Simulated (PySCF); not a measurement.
Computed IR spectrum (relative IR intensity) of a molecule C₃H₈AlF. Geometry optimised at B3LYP-D3(BJ)/def2-SVP. The values are those of a single conformer. Method: PySCF 2.14.0 with B3LYP-D3(BJ)/def2-SVP. Frequencies are harmonic and unscaled.

Lines under 2 % of the strongest are left out, and lines within 2 cm⁻¹ are merged.

```tsv
ν (cm⁻¹)	relative intensity
306	9.5
342	4.6
489	47
569	25
682	73
853	60
891	14
918	2.1
965	9.8
1097	3.0
1475	7.6
1484	2.3
1949	100
2957	10
3002	16
3004	22
3070	14
3072	14
3089	12
3103	9.8
```

Question: Which structure fits?
(A) C[CH2][Al]([CH3])[F]
(B) C[CH](C)[AlH][F]
(C) CC[CH2][AlH][F]

Answer: B, C[CH](C)[AlH][F]
